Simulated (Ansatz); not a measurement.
Ideal-gas functions of ClH$_{5}$InNSi (`N[SiH](Cl)[InH2]`) at 600 K and 1 bar, from an Ansatz frequency run at PBE0-D4/def2-TZVP.

Molar mass 197.4 g/mol, point group C1 (symmetry number 1), electronic degeneracy 1, moments of inertia 141.307, 475.104, 580.818 u Å². Harmonic wavenumbers (cm⁻¹, unscaled): 64, 104, 130, 216, 287, 310, 362, 442, 487, 502, 605, 689, 804, 873, 916, 1584, 1793, 1811, 2224, 3589, 3686.

Use S(trans) = R[1.5 ln M + 2.5 ln T − 1.1517]; rotational temperatures θ = 24.2544 K / I; S(rot) = R[ln(√π/σ · √(T³/θAθBθC)) + 1.5]; for each mode x = 1.438777 ν̃/T, S = R[x/(eˣ − 1) − ln(1 − e⁻ˣ)] and H = RT x/(eˣ − 1); 1 cm⁻¹ = 0.0119627 kJ/mol; R = 8.31446 J/(mol·K).

**Question.** By hand: the entropy, in J/(mol·K).

**Answer.** Translation 189.3. Rotation: θ = 0.1716, 0.0511, 0.0418 K, giving 129.9. Vibration, mode by mode: 23.91, 19.88, 18.04, 13.88, 11.58, 10.97, 9.75, 8.21, 7.48, 7.26, 5.91, 5.03, 4.04, 3.54, 3.26, 0.91, 0.61, 0.58, 0.26, 0.01, 0.01, in all 155.1. Electronic 0.0. Sum 474.3 J/(mol·K).

**Question.** By hand: H − E and G − E in kJ/mol, counted from the electronic energy.

**Answer.** Zero-point energy ½ × 21478 × 0.0119627 = 128.5; thermal vibration 44.8; translation, rotation and pV give 4 RT = 20.0. H − E = 193.3 kJ/mol, and G − E = 193.3 − 600 × 474.3/1000 = -91.3 kJ/mol.

Vibration gives 33 % of the entropy, 61.8 J/(mol·K) of it from the modes under 150 cm⁻¹: soft modes count most, and the harmonic formula is weakest for them. The sum counts one conformer and one mirror image; others add a mixing term.
